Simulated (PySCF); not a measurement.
PySCF input file for Te(F)(SiH3) (FH3SiTe), SMILES F[Te][SiH3], B3LYP-D3(BJ)/def2-SVP. Geometry optimised at B3LYP-D3(BJ)/def2-SVP. The def2 effective core potentials stand for the cores of Te; spin–orbit coupling is left out.

```python
import numpy as np
from pyscf import gto, scf, dft, df
from pyscf.hessian import thermo

mol = gto.M(
    atom='''
    Te    0.32370180   -0.51225079   -0.00000000
    F    -1.60308455   -0.92062304    0.00000000
    Si   -0.13159342    1.97156666   -0.00000000
    H    -0.89110741    2.35861149    1.21865663
    H    -0.89110740    2.35861148   -1.21865664
    H     1.21979019    2.60349198    0.00000001
    ''',
    basis='def2-SVP',
    ecp={'Te': 'def2-svp'},
    charge=0,
    spin=0,
    max_memory=1600,
    verbose=3,
)
mf = dft.RKS(mol, xc='b3lyp').density_fit(auxbasis='def2-universal-jkfit')
mf.disp = 'd3bj'
mf.grids.level = 3
mf.conv_tol = 1e-11
mf.max_cycle = 100
mf.kernel()

# [left out here: the lines that compute and print the analytic Hessian (its translational invariance restored by hand, since the grid's response is missing), thermochemistry and intensities]
```

Log of the run:

```
converged SCF energy = -659.092307887331

WARN: DFTD3 does not support analytical Hessian, using finite difference


WARN: Mole.unit (angstrom) is changed to Bohr

Mode                                 0                   1                   2
Irrep
Freq [cm^-1]                      105.5341            115.5263            322.0412
Reduced mass [au]                   7.5613              1.0961              8.5186
Force const [Dyne/A]                0.0496              0.0086              0.5205
Char temp [K]                     151.8401            166.2166            463.3456
Normal mode                   x     y     z       x     y     z       x     y     z
       0  Te                -0.02  0.02  0.00   -0.00  0.00 -0.01    0.01 -0.04 -0.00
       1   F                 0.03 -0.18 -0.00    0.00 -0.00  0.06    0.00 -0.00  0.00
       2  Si                 0.07  0.04  0.00    0.00  0.00 -0.00   -0.02  0.16  0.00
       3   H                 0.11  0.13  0.00   -0.46 -0.17 -0.24   -0.05  0.09  0.00
       4   H                 0.11  0.13 -0.00    0.46  0.17 -0.24   -0.05  0.09 -0.00
       5   H                 0.14 -0.12 -0.00    0.00 -0.00  0.56   -0.07  0.25  0.00
Mode                                 3                   4                   5
Irrep
Freq [cm^-1]                      534.2763            544.6501            594.3701
Reduced mass [au]                   1.1861              1.0843             18.5349
Force const [Dyne/A]                0.1995              0.1895              3.8579
Char temp [K]                     768.7047            783.6302            855.1662
Normal mode                   x     y     z       x     y     z       x     y     z
       0  Te                 0.01 -0.01  0.00   -0.00  0.00  0.01    0.03  0.01  0.00
       1   F                -0.02  0.02 -0.00    0.00 -0.00 -0.01   -0.21 -0.05 -0.00
       2  Si                -0.06  0.01 -0.00    0.00 -0.00 -0.05    0.01  0.00 -0.00
       3   H                 0.17  0.39  0.02    0.16 -0.60  0.25   -0.01 -0.05  0.01
       4   H                 0.17  0.39 -0.02   -0.16  0.60  0.25   -0.01 -0.05 -0.01
       5   H                 0.25 -0.64  0.00   -0.00  0.00  0.13   -0.01  0.05 -0.00
Mode                                 6                   7                   8
Irrep
Freq [cm^-1]                      880.3393            921.4059            952.8345
Reduced mass [au]                   1.0939              1.0408              1.0388
Force const [Dyne/A]                0.4995              0.5206              0.5557
Char temp [K]                    1266.6123           1325.6979           1370.9166
Normal mode                   x     y     z       x     y     z       x     y     z
       0  Te                -0.00  0.00  0.00    0.00 -0.00  0.00   -0.00  0.00  0.00
       1   F                 0.01  0.00 -0.00   -0.00  0.00 -0.00    0.00 -0.00 -0.00
       2  Si                -0.00  0.05  0.00    0.00 -0.00  0.03   -0.03  0.00  0.00
       3   H                -0.11 -0.50  0.09   -0.33 -0.26 -0.10    0.54 -0.16  0.39
       4   H                -0.11 -0.50 -0.09    0.33  0.26 -0.10    0.54 -0.16 -0.39
       5   H                 0.26 -0.54 -0.00   -0.00  0.00 -0.77   -0.10  0.16 -0.00
Mode                                 9                  10                  11
Irrep
Freq [cm^-1]                     2216.4986           2240.5087           2246.0504
Reduced mass [au]                   1.0250              1.0438              1.0534
Force const [Dyne/A]                2.9669              3.0871              3.1311
Char temp [K]                    3189.0479           3223.5931           3231.5664
Normal mode                   x     y     z       x     y     z       x     y     z
       0  Te                 0.00  0.00 -0.00   -0.00 -0.00 -0.00   -0.00 -0.00 -0.00
       1   F                 0.00 -0.00 -0.00    0.00 -0.00 -0.00    0.00 -0.00  0.00
       2  Si                 0.02  0.02 -0.00   -0.04  0.00  0.00   -0.00 -0.00 -0.04
       3   H                 0.16 -0.06 -0.25    0.31 -0.16 -0.52   -0.36  0.18  0.56
       4   H                 0.16 -0.06  0.25    0.31 -0.16  0.52    0.36 -0.18  0.56
       5   H                -0.81 -0.37 -0.00    0.37  0.18  0.00    0.00  0.00 -0.01
temperature 298.1500 [K]
pressure 101325.00 [Pa]
Rotational constants [GHz] 7.37495 2.84681 2.10519
Symmetry number 1
Zero-point energy (ZPE) 0.02660 [Eh]   69826.238 [J/mol]
                           tot       elec      trans        rot        vib
Entropy [J/mol/K]       324.805      0.000    173.351    110.412     41.042
Cv [J/mol/K]             68.152      0.000     12.472     12.472     43.209
Cp [J/mol/K]             76.466      0.000     20.786     12.472     43.209
Internal energy [J/mol]                      3718.434   3718.434  76473.001
Internal energy [Eh]   -659.06035  -659.09231
Enthalpy [J/mol]                             6197.391   3718.434  76473.001
Enthalpy [Eh]          -659.05940
Gibbs free energy [J/mol]                  -45487.181 -29200.815  64236.290
Gibbs free energy [Eh] -659.09629
mode   freq/cm-1   IR/(km/mol)
   1      105.53         3.180
   2      115.53         0.304
   3      322.04         3.109
   4      534.28        11.929
   5      544.65         4.556
   6      594.37        46.631
   7      880.34       339.301
   8      921.41        49.888
   9      952.83        62.905
  10     2216.50        67.016
  11     2240.51        74.173
  12     2246.05        77.581
max |gradient| / (hartree/bohr): 0.00020230255577703327
APT charges: [ 0.2697 -0.4482  0.9205 -0.2506 -0.2506 -0.2407]
```

Self-consistency was reached.
